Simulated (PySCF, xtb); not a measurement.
Ge(Br)(SH) (BrGeHS), SMILES [SH][Ge][Br] (connectivity only; charge and spin as stated), neutral, multiplicity 1.

xtb with GFN2-xTB at its own geometry gives an orbital gap of 3.18 eV and a dipole moment of 6.71 D.

Geometry: r2SCAN-D4/def2-SVP. The values are those of a single conformer.

What does PBE0/def2-TZVPD (PySCF) give? (An estimate is asked for; the answer gives what the named calculation found.)

gap 4.63 eV (levels -7.45 and -2.82 eV), dipole 2.43 D.
